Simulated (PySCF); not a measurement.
## Spinor energies of Bi⁸¹⁺ (bismuth, charge +81)

Start: 1s2. Calculated with PySCF 2.14 in an even-tempered Gaussian basis (14 s from 300 bohr⁻², ratio 2.4; 12 p from 400 bohr⁻², ratio 2.4; 3 d from 1200 bohr⁻², ratio 2.6; 3 f from 1800 bohr⁻², ratio 2.6): generalised Hartree-Fock with the X2C-1e Hamiltonian and a Gaussian nucleus; one run each with spin-orbit coupling (SO) switched off, then screened by Boettger's factors, then bare.

```json
{"spinor shell": "1s1/2", "electrons": "2", "ε, spin-free (eV)": "-102541.6", "ε, screened SO (eV)": "-102541.6", "ε, bare SO (eV)": "-102541.6", "weight of nominal j (screened SO)": "1.000", "rms radius, screened SO (bohr)": "0.0177"}
```

```tsv
quantity	spin-free	screened SO	bare SO
E (hartree)	-7601.83965	-7601.83965	-7601.83965
M_J	0	0	0
⟨J²⟩	0.000	0.000	0.000
⟨L²⟩	0.000	0.000	0.000
⟨S²⟩	0.000	0.000	0.000
```

Breit and QED terms are absent; they matter most for the inner s and p1/2 levels.

Densities and radii are taken from the X2C orbitals without a picture-change correction, which distorts them close to the nucleus.

Without spin-orbit coupling the j labels of p, d and f shells carry no meaning; the spin-free column gives the mean over the occupied spinors of each nl shell.
